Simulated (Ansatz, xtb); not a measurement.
# Relaxing a trial structure of C5H9O2S+

The starting geometry of this gas-phase singlet was built from a drawn formula by distance geometry and a force field; its bonds are those of `C=C[C+](C)C[SH](=O)=O`.

```yaml
atoms:
  - { symbol: C, position_ang: [0.3411, -0.8695, -2.8797] }
  - { symbol: C, position_ang: [-0.6205, -0.9601, -1.9340] }
  - { symbol: C, position_ang: [-0.4346, -0.5675, -0.5665] }
  - { symbol: C, position_ang: [-1.5816, -0.6422, 0.3976] }
  - { symbol: C, position_ang: [0.8521, 0.0824, -0.0302] }
  - { symbol: O, position_ang: [-0.1602, 2.4616, 0.4634] }
  - { symbol: O, position_ang: [2.1379, 2.3632, -0.4864] }
  - { symbol: S, position_ang: [0.7648, 1.8295, -0.3958] }
  - { symbol: H, position_ang: [1.3385, -0.4784, -2.7360] }
  - { symbol: H, position_ang: [0.0638, -1.2038, -3.8709] }
  - { symbol: H, position_ang: [-1.5699, -1.4229, -2.1656] }
  - { symbol: H, position_ang: [-2.3606, -1.4042, 0.0911] }
  - { symbol: H, position_ang: [-1.2465, -0.9970, 1.4026] }
  - { symbol: H, position_ang: [-2.0497, 0.2945, 0.5487] }
  - { symbol: H, position_ang: [0.8944, 0.0074, 1.0351] }
  - { symbol: H, position_ang: [1.7158, -0.3212, -0.4996] }
  - { symbol: H, position_ang: [0.2684, 1.9462, -1.6260] }
```

Predict what it relaxes into with r2SCAN-D4/def2-SVP.

It keeps its bonds, and is `C=C[C+](C)C[SH](=O)=O`.

The energy falls by 0.86 eV over 15 steps:

| step | E − E(last) (eV) |
| --- | --- |
| 1 | 0.856 |
| 3 | 0.174 |
| 4 | 0.088 |
| 6 | 0.010 |
| 7 | 0.005 |
| 9 | 0.001 |
| 10 | 0.001 |
| 12 | 0.000 |
| 13 | 0.000 |
| 15 | 0.000 |

Final geometry (Å):

```csv
atom,x (Å),y (Å),z (Å)
C,0.2602,-0.9626,-2.8948
C,-0.6703,-0.9657,-1.8996
C,-0.4089,-0.5986,-0.5398
C,-1.4843,-0.6680,0.4500
C,0.8428,0.0193,-0.1367
O,-0.6573,2.2981,0.0558
O,1.9168,2.4651,0.1851
S,0.6880,1.9253,-0.3637
H,1.3162,-0.7247,-2.7283
H,-0.0206,-1.2340,-3.9177
H,-1.6936,-1.2787,-2.1346
H,-2.3818,-1.1931,0.1020
H,-1.1292,-1.0670,1.4154
H,-1.7493,0.3941,0.6791
H,1.0495,-0.0326,0.9433
H,1.7409,-0.2253,-0.7201
H,0.7339,1.9663,-1.7476
```

From the same start GFN2-xTB ends elsewhere, differing in C1–H17 (1.14 against 3.18 Å here).

The end wasn't checked by frequencies. Run with Ansatz 0.2.0, 84 s on 2 threads of Intel(R) Xeon(R) Processor @ 2.70GHz, with other jobs on the host.
